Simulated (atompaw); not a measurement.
## How hard is this mercury (Hg) PAW (atompaw) potential?

```json
{"Element": "Hg", "Generator": "atompaw 4.2.0.5", "Type": "PAW", "Functional": "LDA (PW92)", "Relativity": "scalar-relativistic", "Frozen core": "[Xe] 4f14 5d10", "Valence charge": "2", "Reference configuration": "6s1 6p0 (charge +1)", "Partial waves": "6s (bound): rc 2.05 bohr; 6s channel at 0.2 Ry: rc 2.05 bohr; 6p (bound, empty): rc 2.45 bohr; 6p channel at 0.75 Ry: rc 2.45 bohr", "Local potential": "troulliermartins scheme with l = 2 at 0 Ry, radius 2.35 bohr", "Core correction": "smooth core density matched at 2.45 bohr", "Augmentation charge": "besselshape compensation charge, radius 2.10 bohr; PAW radius 2.45 bohr; waves and projectors: custom rrkj gramschmidtortho"}
```

The pseudo-atom Hamiltonian at the reference potential is diagonalised in spherical Bessel functions j_l(qr) that vanish at 20 bohr, with q² up to the cutoff. All-electron valence levels (Ry): 6s -1.1102, 6p -0.5639.

Problem. How do the lowest levels (Ry) of each channel move with the cutoff, and are there ghosts?

Solution.

```
cutoff (Ry)       s #1     s #2      p #1     p #2     d #1     f #1    f #2  Σ f·Δε (mRy)
          8    -9.4479  -1.1068   -0.5635  -0.1511  -0.1570  -0.0485  0.0523           3.4
         10   -18.1201  -1.1093   -0.5638  -0.1512  -0.1571  -0.0485  0.0522           0.9
         12   -34.1773  -1.1094   -0.5639  -0.1512  -0.1575  -0.0485  0.0521           0.9
         15   -62.4644  -1.1096   -0.5639  -0.1512  -0.1582  -0.0485  0.0521           0.6
        400  -193.9025  -1.1102  -50.9308  -0.5639  -0.1593  -0.0486  0.0520           0.0
```

Result: ghost states, extra bound levels that the all-electron valence spectrum of the same l lacks: s at -2638.2 eV, p at -692.9 eV (a true bound ghost makes a file unfit for plane-wave use); 10 mRy is reached at 8 Ry and 1 mRy at 10 Ry.
